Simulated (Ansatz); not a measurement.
CH5FGeO2 (`OC(F)[O][GeH3]`), relaxed with RKS PBE0-D4/def2-TZVP in the Gaussian-basis code of Ansatz from a PBE-D4/def2-SVP geometry. The force threshold is 0.005 eV/Å; the program also tests the step.

Total charge 0; spin multiplicity 1.

Start:

```xyz
10

O    -0.750    0.876    0.990
C    -0.110   -0.350    1.163
F    -1.070   -1.360    0.977
O     0.902   -0.465    0.275
Ge    0.608    0.147   -1.440
H    -1.610    0.835    1.451
H     0.287   -0.497    2.198
H    -0.806   -0.256   -1.920
H     0.834    1.677   -1.483
H     1.716   -0.606   -2.211
```

Question: How much energy does the relaxation release, and in how many steps? (Best estimate.)

Answer: Computed: 3.96 kJ/mol, in 8 steps.

Question: Which bonds change most? (An estimate is asked.)

Answer: The calculation gave: O4–Ge5 from 1.844 to 1.814 Å; C2–H7 from 1.118 to 1.096 Å; Ge5–H8 from 1.547 to 1.532 Å; Ge5–H9 from 1.547 to 1.532 Å.

Question: Give the relaxed structure. (An estimate is asked.)

Answer: The calculation gave: 
```xyz
10

O    -0.764    0.865    0.989
C    -0.118   -0.346    1.148
F    -1.065   -1.351    0.973
O     0.870   -0.459    0.252
Ge    0.613    0.137   -1.441
H    -1.576    0.854    1.505
H     0.277   -0.488    2.161
H    -0.780   -0.273   -1.930
H     0.815    1.656   -1.466
H     1.729   -0.594   -2.192
```
